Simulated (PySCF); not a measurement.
An unknown gives this computed stick spectrum. Theory: TDDFT B3LYP/def2-SVPD, vertical, gas phase, core orbitals frozen in the response in PySCF. Geometries: GFN2-xTB, one conformer each.

```tsv
state	E (eV)	λ (nm)	f
S1	5.68	218.3	0.014
S2	5.83	212.7	0.012
S3	6.19	200.4	0.021
S4	6.37	194.5	0.027
S5	6.40	193.7	0.031
S6	6.51	190.4	0.145
S7	6.60	188.0	0.021
S8	6.74	183.9	0.011
```

Triplets computed (Tamm–Dancoff): 5.03, 5.48, 5.54 eV.

Orbital energies (eV): HOMO-3 -9.04, HOMO-2 -8.08, HOMO-1 -7.64, HOMO -7.44, LUMO -0.77, LUMO+1 -0.44, LUMO+2 -0.12.

Question: Which structure fits? All have the formula C3H11ClSi3.
A. `ClC1[SiH2]C[SiH2]C[SiH2]1`
B. `C=CC[Si@H]([SiH3])[SiH2]Cl`
C. `[SiH3]C[C@@H]1C[Si@H](Cl)[SiH2]1`

Answer: C. Its S1 lies at 5.68 eV; the nearest of the others has S1 at 6.10 eV. S1 is HOMO→LUMO (97%). Löwdin shares by element: HOMO silicon 51% or more, chlorine 18%, carbon 9% or more (atoms not listed hold the other 23%); LUMO silicon 51% or more, chlorine 14%, carbon 8% or more (atoms not listed hold the other 28%). At the same level the other candidates give, for their lowest levels:
- `ClC1[SiH2]C[SiH2]C[SiH2]1`: 6.10 eV (f 0.009); 6.57 eV (f 0.006); 6.80 eV (f 0.025); 6.91 eV (f 0.000); 7.08 eV (f 0.017); T1 5.51 eV; HOMO -7.58, LUMO -0.36 eV
- `C=CC[Si@H]([SiH3])[SiH2]Cl`: 5.21 eV (f 0.006); 5.51 eV (f 0.045); 5.97 eV (f 0.057); 6.17 eV (f 0.130); 6.33 eV (f 0.054); T1 4.29 eV; HOMO -7.02, LUMO -1.07 eV

The values belong to the conformer `[SiH3:1][CH2:2][C@@H:3]1[CH2:4][Si@H:5]([Cl:6])[SiH2:7]1`: Si1–C2–C3–C4 -173°.
